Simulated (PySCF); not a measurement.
Molecule: `C=CC1=C[C@H]1OC(F)F`, C$_{6}$H$_{6}$F$_{2}$O.

Cartesian coordinates in Å; atom numbers follow the order of the lines, from 1:
```xyz
15

C     2.747   -0.254    0.586
C     2.152   -0.123   -0.597
C     0.757    0.124   -0.723
C    -0.341    0.284   -1.428
C    -0.491    0.356    0.051
O    -1.047   -0.759    0.761
C    -2.380   -0.861    0.658
F    -2.825   -1.735    1.572
F    -2.765   -1.364   -0.553
H     3.802   -0.450    0.672
H     2.184   -0.178    1.501
H     2.703   -0.208   -1.524
H    -0.868    0.288   -2.349
H    -0.706    1.290    0.566
H    -2.928    0.095    0.787
```

Frames of a GFN2-xTB Langevin trajectory at 400 K; GIAO PBE0/pcSseg-1 shieldings in PySCF 2.14.0 with density-fitted response routines, gas phase, non-relativistic; equivalent atoms averaged within each frame.

Chemical shifts δ = σref − σ; $^{13}$C (σ = 186.93 ppm) and $^{1}$H (σ = 31.72 ppm) against TMS; H2O for $^{17}$O (σ = 336.08 ppm); CFCl3 for $^{19}$F (σ = 170.95 ppm), all at this level. The references are static minima.

Task: How do the shifts (ppm) fluctuate along the trajectory?

Result: 
```
         time (fs)     C3     C1     C2     C7     C4    C5     O6      F8      F9   H13
               250  137.6  133.2  127.6  126.7  118.7  51.4  140.4   -80.4   -85.2  7.39
               425  135.1  135.5  132.8  121.0  129.8  58.5  156.8  -108.6  -105.1  7.65
               625  133.0  129.1  133.0  129.5  125.2  57.8  163.5  -100.5   -80.8  8.16
               800  136.6  133.6  131.4  129.9  123.7  57.3  190.5   -93.3   -86.4  7.22
              1000  130.9  127.2  124.3  125.1  124.8  54.4  154.7  -112.3   -89.1  7.69
    mean of frames  134.6  131.7  129.8  126.4  124.5  55.9  161.2   -99.0   -89.3  7.62
standard deviation    2.7    3.4    3.8    3.6    4.0   3.0   18.4    12.7     9.3  0.36
```

5 frames give an uncertainty of the mean of about the standard deviation over 2.2 at best, since frames this close in time may not be independent; classical motion lacks zero-point vibration, and the reference would need the same averaging.
